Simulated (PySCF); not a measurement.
H5NSSi, SMILES N[SiH2]S, singlet, PBE0/def2-SVP optimised geometry.

```
8

N      0.98    -0.81     0.00
Si    -0.74    -0.81     0.00
S     -1.52     1.20     0.00
H      1.52    -0.38     0.74
H      1.50    -1.51    -0.51
H     -1.42    -1.39     1.20
H     -1.13    -1.59    -1.21
H     -0.82     1.59    -1.08
```

Density from PBE0/def2-TZVP in PySCF at that geometry.

Minimum of the electron density along straight lines between bonded atoms, close to the bond critical point (lines longer than 1.1 times the sum of covalent radii, or with two minima, are not listed):

```tsv
bond	length / Å	ρ at the minimum / e bohr⁻³	∇²ρ there / e bohr⁻⁵	position (fraction from the first atom)
N1–Si2	1.720	0.133	0.57	0.60
Si2–S3	2.149	0.097	0.10	0.36
N1–H4	1.013	0.332	-1.65	0.74
N1–H5	1.013	0.332	-1.63	0.74
Si2–H6	1.496	0.121	0.13	0.49
Si2–H7	1.493	0.121	0.14	0.49
S3–H8	1.352	0.210	-0.59	0.64
```
